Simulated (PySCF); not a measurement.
C₂H₅F₃Si₂, SMILES F[Si](F)(F)/C=C/[SiH3] at its CAM-B3LYP/def2-SVP optimised geometry (Å):

```
12

Si     0.1081     0.5035     0.0000
C     -0.5289    -0.3826    -1.5308
C     -1.2992    -1.4818    -1.5090
Si    -1.8611    -2.2806    -3.0586
F     -1.3295    -3.7822    -3.2083
F     -3.4549    -2.3573    -3.1763
F     -1.3233    -1.4547    -4.3203
H     -0.3621     1.9158     0.0000
H      1.5967     0.5035     0.0000
H     -0.3995    -0.2017     1.2074
H     -0.2492     0.0255    -2.5117
H     -1.5967    -1.9158    -0.5459
```

Computed with CAM-B3LYP/def2-TZVP in PySCF. Cells within 0.4 Å of a nucleus heavier than hydrogen are left out (blank, or x).

Map of the deformation density (molecule minus spherical neutral atoms) (e/bohr³) on the plane z = 0.0 Å:

```
|1111111111111111111111111111111|
|1111111111111111111111111111111|
|1111111111111111111111111111111|
|1111111111111111111111111111111|
|1111111111111111111111111111111|
|1111111111111111111111111111111|
|1111111111111111111111111111111|
|1111111111111232211111111111111|
|1111111111112695311111111111111|
|1111111111113686311111111111111|
|1111111111112565311111111111111|
|1111111111111233112332111111111|
|111111111110001xx13564211111111|
|11111111110000xxx14789211111111|
|111111111100001xx13565211111111|
|1111111111100010002332111111111|
|1111111111111110001121111111111|
|1111111111111110000111111111111|
|1111111111100100001111111111111|
|1111111111100111111111111111111|
|1111111111111111111111111111111|
|1111111100011111111111111111111|
|1111111000011111111111111111111|
|1111111000011111111111111111111|
|1111111100011111111111111111111|
|1111111111111111111111111111111|
|1111111111111111111111111111111|
|1111111111111111111111111111111|
|1111111111111111111111111111111|
|1111111111111111111111111111111|
|1111111111111111111111111111111|
```
Scale: ten equal steps from -0.018 (start of '0') to 0.091 (end of '9'), in the order '0123456789'; x runs from -4.00 to 4.00, y from -4.00 (bottom) to 4.00 (top).
